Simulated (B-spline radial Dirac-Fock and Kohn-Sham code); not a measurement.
**Zr: computed levels beside tabulated edges**

These are calculated numbers from an atomic code on a B-spline grid; the model is ΔSCF Dirac-Fock with Breit, self-energy and vacuum polarisation, finite nucleus, configuration average. Correlation energy is missing from these numbers.

Two models are given for [Kr] 4d2 5s2. In the first the electron is removed to infinity. In the second it is placed in the 4d shell, so that the atom stays neutral; this mimics a hole screened by valence charge, or the onset of absorption below the ionisation limit. The tabulated edges (Elam, Ravel and Sieber, Radiat. Phys. Chem. 63, 121 (2002)) refer to the element in its standard state, with the Fermi level as zero for a metal.

```
level  ionised (eV)  screened (eV)  tabulated (eV)
   1s       18006.0        17998.0         17998.0
   2s        2546.8         2538.6          2532.0
2p1/2        2317.1         2308.9          2307.0
2p3/2        2232.6         2224.4          2223.0
   3s         442.7          434.5           430.3
3p1/2         356.5          348.3           343.5
3p3/2         342.6          334.5           329.8
3d3/2         190.9          182.8           181.1
3d5/2         188.5          180.5           178.8
   4s         65.05          57.36           50.60
4p1/2         39.10          31.83           28.50
4p3/2         37.33          30.10           27.10
```

Problem. Which of the two models lies closer to the table on average?

Solution. The screened model lies closer: the mean absolute deviations are 11.3 eV (ionised) and 3.4 eV (screened). Screening lowers the levels by 7.9 eV on average.
